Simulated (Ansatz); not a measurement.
A nudged elastic band was laid between two geometries of C$_{3}$H$_{8}$OSi (13 atoms, charge 0, multiplicity 1).

Computed with Ansatz, RKS r2SCAN/def2-SVP.

| Item | Value |
| --- | --- |
| movable images | 7 |
| climbing image | yes |
| spring | 5.0 eV/Å² |
| optimiser | quadratic models (default) |
| start path | through a guess of the saddle point |
| force threshold | 0.05 eV/Å |
| iteration limit | 43 |
| end points | relaxed |

Image 0:

```xyz
13
Properties=species:S:1:pos:R:3
C -2.102 -0.938 0.488
O -1.258 0.194 0.517
Si 0.400 0.119 0.591
C 1.401 -0.003 -0.959
C 1.354 1.417 -0.291
H -1.931 -1.555 -0.413
H -3.147 -0.592 0.477
H -1.964 -1.580 1.379
H 0.896 -0.492 1.850
H 0.893 -0.081 -1.929
H 2.376 -0.506 -0.962
H 0.807 2.185 -0.852
H 2.298 1.796 0.118
```

Image 8:

```xyz
13
Properties=species:S:1:pos:R:3
C -2.082 -0.949 0.555
O -1.202 0.152 0.646
Si 0.453 0.030 0.559
C 1.310 0.097 -1.078
C 1.373 1.413 -0.224
H -1.880 -1.706 1.336
H -2.020 -1.444 -0.432
H -3.111 -0.583 0.694
H 1.031 -0.758 1.679
H 0.713 0.166 -1.997
H 2.262 -0.423 -1.244
H 0.811 2.265 -0.626
H 2.363 1.705 0.147
```

Problem. What changes between the two ends?

Solution. No bond is made or broken. The dihedral H6–C1–O2–Si3 goes from -63 to 58°. The two ends are copies of one structure, up to a mirror image or an exchange of like atoms.

Problem. What energy profile does the band end with?

Solution. It converged. The highest image is number 4 of 0 to 8, 0.026 eV above the ends, which have the same energy within 2 meV. A vibrational analysis at the climbing image gives one clearly imaginary mode, 101i cm⁻¹: a first-order saddle point.

```
image  path coordinate (Å)  energy (eV)  dihedral H6–C1–O2–Si3 (°)
    0                 0.00        0.000                        -63
    1                 0.44        0.003                        -47
    2                 0.89        0.012                        -31
    3                 1.33        0.022                        -13
    4                 1.78        0.026                          5
    5                 2.21        0.021                         20
    6                 2.64        0.012                         34
    7                 3.08        0.003                         47
    8                 3.51        0.000                         58
```

Problem. What is the geometry of the highest image?

Solution. 
```xyz
13
Properties=species:S:1:pos:R:3
C -2.069 -0.952 0.535
O -1.177 0.125 0.731
Si 0.476 0.055 0.614
C 1.299 0.063 -1.042
C 1.339 1.422 -0.258
H -1.552 -1.915 0.367
H -2.710 -0.753 -0.341
H -2.719 -1.060 1.419
H 1.116 -0.647 1.755
H 0.684 0.067 -1.951
H 2.263 -0.438 -1.197
H 0.744 2.235 -0.692
H 2.326 1.762 0.077
```

Problem. What are the harmonic wavenumbers there?

Solution. 101i, 36, 144, 221, 260, 513, 610, 692, 700, 704, 768, 789, 909, 946, 1001, 1005, 1140, 1175, 1179, 1212, 1377, 1394, 1465, 1475, 1482, 2254, 2993, 3085, 3104, 3104, 3109, 3191, 3204 cm⁻¹.

Time of the run: 3.4 min on 2 threads of Arm Neoverse V2, on a shared host, peak memory 0.17 GiB.
